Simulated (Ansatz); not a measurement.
The same path of ClGaH4O3 (9 atoms, charge 0, multiplicity 1) was run twice with different band settings.

Theory: RKS PBE/def2-SVP in Ansatz.

Relaxed end points:

```xyz
9
Properties=species:S:1:pos:R:3
Ga 0.069 0.450 -0.030
O -0.068 -0.192 1.996
H -1.006 -0.445 1.778
O 1.235 -0.545 -0.974
H 2.093 -0.091 -1.066
O -1.683 -0.090 -0.021
H -1.906 -0.684 -0.761
Cl 0.460 2.558 0.397
H -0.139 0.634 2.521
```

```xyz
9
Properties=species:S:1:pos:R:3
Ga 0.168 0.514 -0.038
O 0.033 -0.188 1.967
H -0.872 -0.520 1.714
O 1.722 -0.002 -0.780
H 1.666 -0.937 -1.053
O -1.370 -0.492 -0.178
H -2.089 -0.038 -0.653
Cl -0.077 2.645 0.353
H -0.127 0.613 2.508
```

Common settings: spring 5.0 eV/Å²; optimiser quadratic models (default); start path through a guess of the saddle point; force threshold 0.05 eV/Å; iteration limit 60; end points relaxed.

| run | movable images | climbing image |
| --- | --- | --- |
| 1 | 5 | yes |
| 2 | 6 | no |

Q: What does each run give, and how far can it be trusted?

A: Run 1: converged after 17 iterations, highest image 0.295 eV above the first end. The profile has 2 maxima (images 1, 4) with wells between them (image 2): this band takes more than one step, which may be the mechanism or a detour left from its start path. A vibrational analysis at the climbing image gives one clearly imaginary mode, 288i cm⁻¹: a first-order saddle point.
Run 2: converged after 29 iterations, highest image 0.104 eV above the first end. No image climbed, so the highest image needn't sit at the top of the path.
